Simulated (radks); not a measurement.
S+, 15 electrons, occupied as [Ne] 3s2 3p3.

All-electron calculation, Dirac Kohn-Sham, PBE, spin-unpolarised, spherical densities, finite nucleus; open shells are shared between the two j in proportion to 2j + 1; Fermi nuclear charge, rms radius 3.2611 fm. Program: a radial shooting solver on a logarithmic mesh with Libxc functionals.

Energy parts (eV):
part                      energy
total                 -10846.840
kinetic                10895.450
electron-nucleus      -25707.158
Hartree                 4649.268
exchange-correlation    -684.399

Orbitals (lengths in bohr, moments of r in powers of bohr; r(90%) holds 90 % of the orbital's charge):
1s1/2: occ. 2; eigenvalue (eV) -2417.686; r(90%) 0.173; <r> 0.09687; <1/r> 15.66; small-component weight 3.23e-03
2s1/2: occ. 2; eigenvalue (eV) -223.4238; r(90%) 0.750; <r> 0.4787; <1/r> 3.069; small-component weight 4.92e-04
2p1/2: occ. 2; eigenvalue (eV) -169.0882; r(90%) 0.734; <r> 0.4407; <1/r> 2.974; small-component weight 4.71e-04
2p3/2: occ. 4; eigenvalue (eV) -167.8243; r(90%) 0.738; <r> 0.4430; <1/r> 2.954; small-component weight 4.68e-04
3s1/2: occ. 2; eigenvalue (eV) -27.6287; r(90%) 2.46; <r> 1.637; <1/r> 0.8402; small-component weight 7.79e-05
3p1/2: occ. 1; eigenvalue (eV) -16.8610; r(90%) 2.93; <r> 1.891; <1/r> 0.7158; small-component weight 5.98e-05
3p3/2: occ. 2; eigenvalue (eV) -16.7620; r(90%) 2.94; <r> 1.898; <1/r> 0.7125; small-component weight 5.95e-05

The highest occupied level is 3p3/2 at -16.762 eV. Summed over all electrons, <r^2> = 20.93 bohr^2, which gives a Langevin (diamagnetic) susceptibility term of -16.6 x 10^-6 cm^3/mol. For comparison, the ionisation energy in NIST's Atomic Spectra Database is 23.338 eV (measured). In exact Kohn-Sham theory the highest level is minus the ionisation energy, but local and semilocal functionals leave it too shallow, through self-interaction and a potential that decays too fast; potentials with the right tail come closer.

Beside tabulated values, note that spin-unpolarised runs miss the spin-polarisation part of the exchange energy of open shells.
